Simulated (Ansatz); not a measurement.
Harmonic frequencies (cm⁻¹) at PBE0-D4/def2-TZVP from Ansatz: 101, 188, 206, 234, 234, 299, 311, 323, 404, 529, 712, 742, 815, 822, 859, 948, 1056, 1172, 1338, 1345, 1452, 1460, 1468, 1471, 1639, 3031, 3034, 3101, 3103, 3116, 3120, 3755, 3840.

Each molecule was computed in one conformer, which needn't be the lowest.

(1) Which molecule is it?
A. `[BH3-][S+](C)C`
B. `C[O+](C)[AlH3-]`
C. `[CH3][Al-]([CH3])([OH2+])[F]`
D. `C[B-](C)([OH2+])Cl`

Results:

(1) D.
